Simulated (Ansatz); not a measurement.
Consider the ligand exchange at the Al–S bond: `F/C=C/[S][AlH2]` + `[SiH3][SeH]` → `[AlH2][Se][SiH3]` + `F/C=C\S`.

Computed with Ansatz on PBE0-D4/def2-TZVP structures; ΔE is electronic, products minus reactants. CCSD(T)/CBS is the MP2 limit (def2-TZVPP, def2-QZVPP) plus CCSD(T) − MP2 in def2-TZVPP, frozen cores. Double bonds are as drawn, so ΔE can hold a change between cis and trans. Functionals use def2-TZVPP. For Se outer-core shells are correlated without core-valence functions, which leaves a few kJ/mol of doubt a bond. Scalar relativity is left out up to krypton. Each species was taken in one conformer, which may not be the lowest.

`F/C=C/[S][AlH2]`:

Z-matrix (Å, degrees):
```
C
C 1 1.343
Al 1 2.307 2 89.0
S 1 1.769 2 122.3 3 58.7
H 1 1.087 2 118.2 3 -118.7
F 2 1.328 1 121.2 3 118.9
H 2 1.085 1 125.1 3 -64.8
H 3 1.579 1 102.7 2 -115.5
H 3 1.580 1 118.9 2 25.9
```

`[SiH3][SeH]`:

```xyz
6

Si    0.259   -0.510   -0.064
Se   -0.544    1.524   -0.707
H     1.312   -0.376    0.973
H     0.835   -1.099   -1.297
H    -0.825   -1.381    0.456
H    -1.037    1.842    0.640
```

`[AlH2][Se][SiH3]`:

```xyz
8

Al   -0.245   -1.347   -1.334
Se   -1.087    0.765   -0.919
Si    0.131    1.088    0.986
H     0.817   -1.942   -0.323
H    -0.773   -2.104   -2.615
H    -0.229    2.435    1.493
H     1.587    1.038    0.701
H    -0.200    0.067    2.010
```

`F/C=C\S`:

Z-matrix (Å, degrees):
```
C
C 1 1.323
F 1 1.340 2 122.0
H 1 1.082 2 124.9 3 -180.0
S 2 1.741 1 127.4 3 -0.0
H 2 1.082 1 118.0 3 180.0
H 5 1.342 2 96.5 1 0.0
```

```tsv
level	ΔE (kJ/mol)
ωB97X-V	-25.8
SCS-MP2/def2-QZVPP	-29.6
```

Question: What does CCSD(T)/CBS give? (An estimate is asked.)

Answer: Ansatz gave: -29.6 kJ/mol. The listed levels differ from it by 3.8, 0.0 kJ/mol.

Largest T1 diagnostic among the species: 0.013.

In def2-TZVPP, CCSD(T) changes the Hartree–Fock value by +15.1 kJ/mol (the triples alone add +3.3 kJ/mol) and MP2 by +17.5 kJ/mol.
